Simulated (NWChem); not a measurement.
System: AlSiH$_{5}$O; SMILES [O]([SiH3])[AlH2]

The following NWChem deck was run.

```
start job
memory heap 200 mb stack 900 mb global 1100 mb
geometry units angstroms noautoz
  Al     0.004115    -1.800501     0.001058
  H     -1.401739    -2.528587    -0.003998
  H      1.393361    -2.559315    -0.002239
  O      0.023724    -0.100768     0.010175
  Si     0.001522     1.546436     0.002051
  H      0.379954     2.071544     1.349171
  H     -1.362647     2.052758    -0.340793
  H      0.969806     2.072770    -1.007635
end
basis spherical
  * library def2-svp
end
dft
  xc xpbe96 cpbe96
  iterations 150
  vectors input atomic output neutral.movecs
end
task dft energy
charge 1
dft
  odft
  mult 2
  vectors input atomic output cation.movecs
end
task dft energy
```

Excerpt of the output:

```
             Northwest Computational Chemistry Package (NWChem) 7.3.0
             --------------------------------------------------------

 C1  symmetry detected

                             Geometry "geometry" -> ""
                             -------------------------

 Output coordinates in angstroms (scale by  1.889725989 to convert to a.u.)

  No.       Tag          Charge          X              Y              Z
 ---- ---------------- ---------- -------------- -------------- --------------
    1 Al                  13.0000    -0.00354806    -1.76416452    -0.00127688
    2 H                    1.0000    -1.41005766    -2.49099425    -0.00436748
    3 H                    1.0000     1.38501382    -2.52422217    -0.00599477
    4 O                    8.0000     0.01759189    -0.06444664     0.00721692
    5 Si                  14.0000    -0.00314705     1.58277361    -0.00146092
    6 H                    1.0000     0.37739176     2.10801637     1.34501290
    7 H                    1.0000    -1.36727854     2.09019526    -0.34282519
    8 H                    1.0000     0.96437902     2.10788618    -1.01250854

 Effective nuclear repulsion energy (a.u.)     138.5436101496

  pbe96 is a nonlocal functional; adding pw91lda local functional.

                                 NWChem DFT Module
                                 -----------------

 Summary of "ao basis" -> "ao basis" (spherical)
 ------------------------------------------------------------------------------
       Tag                 Description            Shells   Functions and Types
 ---------------- ------------------------------  ------  ---------------------
 Al                         def2-svp                 8       18   4s3p1d
 H                          def2-svp                 3        5   2s1p
 O                          def2-svp                 6       14   3s2p1d
 Si                         def2-svp                 8       18   4s3p1d

            General Information
            -------------------
          SCF calculation type: DFT
          Wavefunction type:  closed shell.
          No. of atoms     :     8
          No. of electrons :    40
           Alpha electrons :    20
            Beta electrons :    20
          Charge           :     0
          Spin multiplicity:     1
          Use of symmetry is: off; symmetry adaption is: off
          Maximum number of iterations: 150
          AO basis - number of functions:    75
                     number of shells:    37
          Convergence on energy requested:  1.00D-06
          Convergence on density requested:  1.00D-05
          Convergence on gradient requested:  5.00D-04

              XC Information
              --------------
          PerdewBurkeErnzerhof Exchange Functional  1.000
            Perdew 1991 LDA Correlation Functional  1.000 local
           PerdewBurkeErnz. Correlation Functional  1.000 non-local

             Grid Information
             ----------------
          Grid used for XC integration:  medium
          Radial quadrature: Mura-Knowles
          Angular quadrature: Lebedev.
          Tag              B.-S. Rad. Rad. Pts. Rad. Cut. Ang. Pts.
          ---              ---------- --------- --------- ---------
          Al                  1.25       88          11.0       590
          H                   0.35       45          13.0       434
          O                   0.60       49           8.0       434
          Si                  1.10       88          12.0       590
          Grid pruning is: on
          Number of quadrature shells:   450
          Spatial weights used:  Erf1

      Superposition of Atomic Density Guess
      -------------------------------------

 Sum of atomic energies:        -607.71751046

      Non-variational initial energy
      ------------------------------

 Total energy =    -608.345608
 1-e energy   =   -1117.996088
 2-e energy   =     371.106870
 HOMO         =      -0.353639
 LUMO         =       0.004070

   convergence    iter        energy       DeltaE   RMS-Dens  Diis-err
 ---------------- ----- ----------------- --------- --------- ---------
 d= 0,ls=0.0,diis     1   -609.5236500369 -7.48D+02  2.47D-02  6.84D-01
 d= 0,ls=0.0,diis     2   -609.0707356733  4.53D-01  1.83D-02  4.94D+00
 d= 0,ls=0.0,diis     3   -609.5998147250 -5.29D-01  2.73D-03  1.97D-02
 d= 0,ls=0.0,diis     4   -609.6021123207 -2.30D-03  9.77D-04  4.13D-03
 d= 0,ls=0.0,diis     5   -609.6028115699 -6.99D-04  1.22D-04  4.64D-05
  Resetting Diis
 d= 0,ls=0.0,diis     6   -609.6028183592 -6.79D-06  3.03D-05  3.28D-06
 d= 0,ls=0.0,diis     7   -609.6028188778 -5.19D-07  1.15D-05  1.26D-07
 d= 0,ls=0.0,diis     8   -609.6028188157  6.22D-08  6.63D-06  7.56D-07

         Total DFT energy =     -609.602818815660
      One electron energy =    -1120.506864870257
           Coulomb energy =      422.004083864834
    Exchange-Corr. energy =      -49.643647959795
 Nuclear repulsion energy =      138.543610149559

 Numeric. integr. density =       40.000000009414

                       DFT Final Molecular Orbital Analysis
                       ------------------------------------

 Vector   18  Occ=2.000000D+00  E=-2.817680D-01
              MO Center= -1.5D-01, -3.3D-01, -1.4D-01, r^2= 6.2D+00
   Bfn.  Coefficient  Atom+Function         Bfn.  Coefficient  Atom+Function
  ----- ------------  ---------------      ----- ------------  ---------------
    66      0.242448  7 H  s                 24      0.222120  3 H  s
    32      0.220957  4 O  px                19     -0.219495  2 H  s
     8      0.205940  1 Al px                71     -0.174015  8 H  s
    11      0.171742  1 Al px                50     -0.172093  5 Si px
    35      0.163733  4 O  px                67      0.156535  7 H  s

[...]
```

Level: PBE/def2-SVP, vertical spin-unrestricted ions. All runs use the structure optimised with PBE0/def2-SVP.
